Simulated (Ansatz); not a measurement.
Reaction (substitution at a C–C bond): `C[CH](C)[Sn][Cl]` + `O[Si]Br` → `CO[Si]Br` + `C[CH2][Sn][Cl]`

Computed with Ansatz on PBE0-D4/def2-TZVP structures; ΔE is electronic, products minus reactants. CCSD(T)/CBS is the MP2 limit (def2-TZVPP, def2-QZVPP) plus CCSD(T) − MP2 in def2-TZVPP, frozen cores. DFT in def2-TZVPP. Elements past krypton have def2 core potentials. For Br, Sn outer-core shells are correlated without core-valence functions, which leaves a few kJ/mol of doubt a bond. Scalar relativity is left out up to krypton. One conformer a species, not always the lowest.

`C[CH](C)[Sn][Cl]`:

```xyz
12

C     0.096    1.227    0.537
C     0.618   -0.010   -0.179
C    -0.416   -0.590   -1.133
Sn    1.279   -1.533    1.274
Cl   -0.882   -1.809    2.243
H     0.843    1.680    1.198
H    -0.782    0.989    1.144
H    -0.203    2.000   -0.182
H     1.523    0.252   -0.742
H    -0.721    0.154   -1.880
H    -0.041   -1.459   -1.685
H    -1.316   -0.901   -0.596
```

`O[Si]Br`:

Z-matrix (Å, degrees):
```
O
Si 1 1.636
H 1 0.963 2 120.7
Br 2 2.289 1 101.2 3 0.0
```

`CO[Si]Br`:

Cartesian coordinates in Å:
```
C 0.719 0.435 -0.225
O -0.237 0.482 0.814
Si -1.579 -0.311 1.257
Br -1.817 -1.903 -0.382
H 0.729 1.399 -0.735
H 1.703 0.254 0.210
H 0.482 -0.356 -0.939
```

`C[CH2][Sn][Cl]`:

```xyz
9

C    -0.648   -0.074   -0.746
C    -0.012   -0.584    0.542
Sn    0.768    0.998    1.842
Cl    2.217    1.896    0.175
H     0.062    0.514   -1.331
H    -0.993   -0.898   -1.378
H    -1.518    0.561   -0.550
H    -0.720   -1.180    1.128
H     0.843   -1.233    0.317
```

```
        level  ΔE (kJ/mol)
       B97M-V         45.9
HF/def2-TZVPP         32.2
```

Q: What does CCSD(T)/CBS give? (Best estimate.)

A: The calculation gave: +50.9 kJ/mol. The listed levels differ from it by -5.0, -18.7 kJ/mol.

Largest T1 diagnostic among the species: 0.013.

Leaving LDA and LC-ωPBE aside and taking each functional with its dispersion term where it has one, the values, not all of them listed here, spread over 10.6 kJ/mol, from BLYP-D4 to PBE-QIDH. LDA lies +6.7 kJ/mol from PBE without D4. At CCSD(T), def2-SVP lies −6.4 kJ/mol from the extrapolated value and def2-TZVPP −1.6 kJ/mol.
